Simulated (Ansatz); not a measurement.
Ansatz (a program for electronic structure) input (CCSD(T)/cc-pwCVTZ):
A basis named .json is the Basis Set Exchange file of that set.

Ansatz 0.2 input:
```yaml
crystal:
  periodic: [false, false, false]
  atoms:
    - {symbol: Si, position_ang: [0.08373204, -0.15377060, 0.07623610]}
    - {symbol: O, position_ang: [-0.33928383, -1.19325410, -1.07632802]}
    - {symbol: O, position_ang: [1.57577762, 0.44556971, 0.12587052]}
    - {symbol: N, position_ang: [-0.68675377, 1.35255134, -0.74980765]}
    - {symbol: N, position_ang: [-0.61065719, -0.43490024, 1.56560739]}
    - {symbol: H, position_ang: [-0.17392158, -2.14014585, -1.06444365]}
    - {symbol: H, position_ang: [2.34073070, 0.01178094, 0.51415390]}
    - {symbol: H, position_ang: [-1.68850890, 1.23045845, -0.90496086]}
    - {symbol: H, position_ang: [-0.55642078, 2.19924875, -0.19428147]}
    - {symbol: H, position_ang: [-0.24940779, -0.06142680, 2.42983443]}
    - {symbol: H, position_ang: [-1.40006487, -1.04610759, 1.70749820]}
    - {symbol: H, position_ang: [-0.25472890, 1.51689792, -1.66204405]}
basis:
  gaussian:
    orbitals: cc-pwCVTZ.json
total_charge: 1
magnetization: {spin_polarized: false}
correlation: {method: ccsd_t, electrons: outside_noble_gas}
```

End of the output:

```
mean field -15013.77890245 eV, -551.7461979602 hartree, gradient 4.6e-6 eV, S^2 0.000000; 0 other end points of the search recorded, 0 dependent functions left out
9 core orbitals not correlated
reference -15013.77890245 eV, -551.7461979602 hartree; 16, 16 occupied and 304, 304 virtual orbitals, 1899 factors
second order -28.39230149 eV of doubles, -0.00000000 eV of singles
coupled cluster: 8.16 GiB planned
cycle   1  -28.35259182 eV  change    4.0e-2 eV  update   9.3e-2
cycle   2  -28.91358936 eV  change   -5.6e-1 eV  update   2.6e-2
cycle   3  -29.03223481 eV  change   -1.2e-1 eV  update   1.2e-2
cycle   4  -29.01761811 eV  change    1.5e-2 eV  update   2.6e-3
cycle   5  -29.01826539 eV  change   -6.5e-4 eV  update   1.2e-3
cycle   6  -29.01868562 eV  change   -4.2e-4 eV  update   3.1e-4
cycle   7  -29.01840487 eV  change    2.8e-4 eV  update   1.1e-4
cycle   8  -29.01837254 eV  change    3.2e-5 eV  update   3.2e-5
perturbative correction -1.04411947 eV, -0.0383706827 hartree
Total energy: -15043.84139446 eV, -552.8509741644 hartree
```

It need not be the lowest isomer of its formula.
